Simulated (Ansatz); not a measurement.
`CO[SiH2]S[SiH2]F` and `F[SiH2]S[SiH2]F` differ in one atom or group.

Ansatz, PBE0-D4/def2-TZVP geometries, multiplicity 1. Each molecule was computed in one conformer, which needn't be the lowest.

```
                                                                                  property  `CO[SiH2]S[SiH2]F`
                                            size of the dipole moment (PBE/def2-TZVPP) / D                0.70
                                                         LUMO energy (PBE/def2-TZVPP) / eV               -0.89
ideal-gas entropy at 298 K and 1 bar (rigid rotor, harmonic PBE0-D4/def2-TZVP) / J/(mol·K)                 414
                                                        LUMO energy (PBE0/def2-TZVPP) / eV               -0.02
                                        size of the dipole moment (ωB97M-V/def2-TZVPP) / D                0.79
                                          size of the dipole moment (B3LYP/def2-TZVPP) / D                0.78
```

What does the change do to each property? (Best estimate.)

The calculation gave: 
```tsv
property	`F[SiH2]S[SiH2]F`	shift
size of the dipole moment (PBE/def2-TZVPP) / D	0.07	-0.63
LUMO energy (PBE/def2-TZVPP) / eV	-1.24	-0.35
ideal-gas entropy at 298 K and 1 bar (rigid rotor, harmonic PBE0-D4/def2-TZVP) / J/(mol·K)	366	-48
LUMO energy (PBE0/def2-TZVPP) / eV	-0.37	-0.35
size of the dipole moment (ωB97M-V/def2-TZVPP) / D	0.09	-0.70
size of the dipole moment (B3LYP/def2-TZVPP) / D	0.07	-0.71
```

The zero-point energy changes by -104.9 kJ/mol with -12 modes. Dipoles are sizes alone; their direction can turn. Modes under 60 cm⁻¹, often nearly free rotors, make the harmonic entropy too high.

Positive LUMOs are unbound, so they and the gaps depend on the basis.

B3LYP here is the variant with VWN-RPA as its local correlation; programs differ in this.
